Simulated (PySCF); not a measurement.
# Exercise with solution: oscillator strength and radiative lifetime

C3H7FOSi, SMILES [SiH2](/C(F)=C/C)O.

Geometry optimised at PBE0-D3(BJ)/def2-SVP. The structure was generated by enumeration; whether it is a known compound was not checked. One conformer was computed; it need not be the lowest.

TDDFT-PBE/def2-SVPD (PySCF 2.14.0) puts the first singlet state with f over 0.02 at 5.49 eV (vertical), with the transition dipole (0.902, 0.097, 0.013) in atomic units.

Task: Find the oscillator strength, the wavelength and the radiative lifetime that this transition would have in vacuum if emission retraced absorption.

Result: 
|μ|² = 0.8232 au, so |μ| = 2.31 D. ΔE = 5.49/27.211 = 0.2018 hartree. f = (2/3) ΔE |μ|² = 0.111 (the program prints 0.111).
λ = 1239.84/5.49 = 226 nm; ν = 44280 cm⁻¹.
Einstein's coefficient A = 0.6670 ν² f s⁻¹ (ν in cm⁻¹) = 1.4e8 s⁻¹, so τ = 1/A = 6.9 ns. This state is S1. The figure is the radiative limit of this one transition; relaxation, internal conversion, crossing to triplets and a medium change what is measured.
